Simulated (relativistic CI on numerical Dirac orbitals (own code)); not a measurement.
**Mo²⁺: resonant inelastic scattering at the L2,3 edge**

Computed with this model: Dirac-Coulomb-Breit CI, orbitals from a KLI potential per configuration, a model potential for QED, valence Slater integrals scaled by 0.8, Kramers-Heisenberg scattering through one core-hole configuration in a parametric crystal field; configurations [Kr] 4d4 → [He] 2s2 2p5 3s2 3p6 3d10 4s2 4p6 4d5; 10 K; core-hole width 1.6 eV; summed over polarisations. Incident energies are the highest absorption maxima for each field (at most a few, so the weaker spin-orbit partner edge can be absent), on the computed scale of the free ion. Intensities are in per cent of the strongest line above 0.02 eV; levels within 1 cm⁻¹ are merged; final levels count from the ground level, the first row holds all elastic scattering, lines under 0.4 are left out and each table stops after 24 rows. The scale of the Slater integrals is a model choice and moves the terms in proportion.

Field parameters in Wybourne normalisation: D3d B²₀ = −7Dσ, B⁴₀ = −14Dq − 21Dτ, B⁴₃ = −14√(10/7) Dq. The field is a parameter set, without covalency.

S is read from ⟨S²⟩ = S(S + 1).

D3d, 10Dq = 17800, Dσ = -1200, Dτ = 70 cm⁻¹:

```csv
Final level (eV),Degeneracy,Irrep,S,2523.9 eV,2628.5 eV
0.000,1,A1,1.03,2060.1,227.8
0.017,1,A2,1.03,7.3,9.0
0.058,2,E,1.03,10.9,5.2
0.110,2,E,1.02,47.1,24.5
0.366,2,E,1.13,28.0,54.9
0.367,1,A1,1.09,8.4,11.8
0.619,1,A2,2.00,5.2,1.0
0.624,2,E,1.98,22.3,16.2
0.635,2,E,1.98,22.0,21.9
0.636,1,A1,1.95,6.6,4.8
0.642,2,E,1.92,36.9,6.1
0.642,1,A2,1.98,18.5,4.8
0.644,1,A1,1.96,29.9,30.4
0.862,1,A1,0.06,5.5,8.1
1.031,2,E,0.04,10.1,13.2
1.242,2,E,0.03,18.5,33.6
1.992,1,A1,0.42,40.5,41.8
2.063,2,E,1.02,100.0,19.1
2.084,1,A1,0.84,13.1,8.9
2.104,2,E,1.02,63.3,52.7
2.139,2,E,1.00,9.0,6.9
2.157,1,A2,1.00,29.2,20.1
2.166,1,A1,1.00,15.7,0.7
2.232,2,E,1.02,27.8,16.6
```

D3d, 10Dq = 17800, Dσ = -860, Dτ = 70 cm⁻¹:

```csv
Final level (eV),Degeneracy,Irrep,S,2523.9 eV,2628.5 eV
0.000,1,A1,1.04,1935.4,196.5
0.021,1,A2,1.04,7.0,7.9
0.058,2,E,1.03,10.9,6.1
0.110,2,E,1.02,42.3,26.2
0.267,2,E,1.08,29.4,47.8
0.270,1,A1,1.05,6.9,12.3
0.577,1,A2,2.00,3.5,0.7
0.582,2,E,1.98,23.1,16.7
0.590,1,A1,1.97,6.3,4.5
0.592,2,E,1.97,24.6,21.6
0.596,2,E,1.95,20.8,3.6
0.598,1,A2,1.98,15.7,3.6
0.600,1,A1,1.96,28.7,30.3
0.901,1,A1,0.05,4.1,6.8
1.017,2,E,0.04,8.6,13.8
1.157,2,E,0.03,16.1,24.9
1.949,1,A1,0.25,33.5,36.6
2.086,2,E,1.02,100.0,17.7
2.096,1,A1,0.94,18.7,14.6
2.102,2,E,1.01,40.9,45.6
2.125,2,E,1.00,5.4,7.0
2.129,1,A2,1.00,32.5,26.1
2.140,1,A1,1.00,10.1,0.6
2.206,2,E,1.02,32.2,17.6
```

D3d, 10Dq = 17800, Dσ = -510, Dτ = 70 cm⁻¹:

```
Final level (eV)  Degeneracy  Irrep     S  2523.8 eV  2628.5 eV
           0.000           1     A1  1.05     2636.6      237.0
           0.030           1     A2  1.04        6.7        9.2
           0.059           2      E  1.04       12.6       10.3
           0.116           2      E  1.02       50.6       42.2
           0.175           2      E  1.05       41.2       61.3
           0.180           1     A1  1.03        7.4       19.3
           0.543           1     A2  2.00        2.3        0.3
           0.548           2      E  1.98       34.7       24.1
           0.553           1     A1  1.98       11.9        8.4
           0.556           2      E  1.97       39.0       29.8
           0.559           2      E  1.96       15.1        3.3
           0.562           1     A2  1.97       18.5        3.4
           0.564           1     A1  1.97       40.1       42.0
           0.939           1     A1  0.04        4.3        8.4
           0.992           2      E  0.04       10.1       21.7
           1.093           2      E  0.03       23.6       23.4
           1.912           1     A1  0.20       48.3       50.6
           2.089           2      E  1.00       47.1       62.3
           2.099           1     A2  1.00       42.7       38.9
           2.100           2      E  1.00       45.9        8.4
           2.102           1     A1  0.97       19.5       17.1
           2.109           2      E  1.01      100.0       21.3
           2.116           1     A1  0.99       17.3       10.6
           2.160           1     A2  1.02       79.5       10.8
```

For the first field the strongest loss at the lowest incident energy is the level at 2.06 eV (S = 1.02, against 1.03 in the thermal ground state). Levels of other spin, the first over 8 % at 0.62 eV, appear because spin-orbit coupling of the core hole, and in heavier ions of the valence shell too, mixes spins.
